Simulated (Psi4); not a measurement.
Pair of molecules, SMILES FB(F)F with SMILES N (the first has 4 atoms); geometry from B3LYP-D3(BJ)/def2-TZVP, rigid monomers moved along the line of their centres of mass till B2···N5 is 2.37 Å.
(charge 0, multiplicity 1):
```tsv
atom	x (Å)	y (Å)	z (Å)
F	-1.1275	-0.8354	0.6930
B	-0.0073	-0.0896	0.9619
F	0.0032	1.1489	0.3709
F	1.1730	-0.7806	0.8486
N	-0.1752	0.3818	3.2770
H	-1.0311	0.8954	3.4684
H	-0.1861	-0.4834	3.8104
H	0.6175	0.9423	3.5783
```

The numbers are results of SAPT0/jun-cc-pV(D+d)Z (Psi4), not measurements.

Task: Which attractive term is largest, and how does the interaction split up?

Result: electrostatics -1161.6, exchange 653.0, induction -558.0, dispersion -127.8, total -1194.3 meV; the largest attraction is electrostatics.
